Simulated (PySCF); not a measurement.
LDA on Sc⁻ (scandium, charge -1), [Ar] 3d2 4s2, high-spin 3F determinant. Calculation: PySCF 2.14, in aug-cc-pVQZ-DK (9s8p6d4f3g2h, 140 functions); scalar relativity by spin-free X2C-1e.

```
cycle= 7 E= -762.188561672214  delta_E= -0.0307  |g|= 0.171  |ddm|= 2.39
cycle= 8 E= -762.18844144952  delta_E= 0.00012  |g|= 0.172  |ddm|= 0.0216
cycle= 9 E= -762.198578703063  delta_E= -0.0101  |g|= 0.139  |ddm|= 0.0904
cycle= 10 E= -762.166933421649  delta_E= 0.0316  |g|= 0.185  |ddm|= 2.41
cycle= 11 E= -762.205864108868  delta_E= -0.0389  |g|= 0.115  |ddm|= 2.51
cycle= 12 E= -762.213387035461  delta_E= -0.00752  |g|= 0.0839  |ddm|= 0.207
cycle= 13 E= -762.214634049202  delta_E= -0.00125  |g|= 0.0732  |ddm|= 0.0423
cycle= 14 E= -762.217344440888  delta_E= -0.00271  |g|= 0.0559  |ddm|= 0.0911
cycle= 15 E= -762.220121004739  delta_E= -0.00278  |g|= 0.0279  |ddm|= 0.347
cycle= 16 E= -762.220984205719  delta_E= -0.000863  |g|= 0.00245  |ddm|= 0.117
cycle= 17 E= -762.220990540205  delta_E= -6.33e-06  |g|= 0.000676  |ddm|= 0.0135
cycle= 18 E= -762.220991088141  delta_E= -5.48e-07  |g|= 1.64e-05  |ddm|= 0.00315
cycle= 19 E= -762.220991087928  delta_E= 2.12e-10  |g|= 1.93e-05  |ddm|= 0.000223
converged SCF energy = -762.220991087928  <S^2> = 2.0068063  2S+1 = 3.0045341
```

Highest occupied orbital energy: 1.492 eV; ⟨L²⟩ = 12.00; populations by l: s 8.00, p 12.00, d 2.00, f 0.00.

Problem. Can this result be used?

Solution. With care. The run converged. The configuration of this anion was assumed by filling the next shell in order. It is not the known or likely ground configuration (Ca⁻, Sr⁻ and Ba⁻, for instance, bind a p electron), so these values are not the electron affinity of the element. At LDA the highest occupied level has a positive energy, so only the finite basis holds that electron.
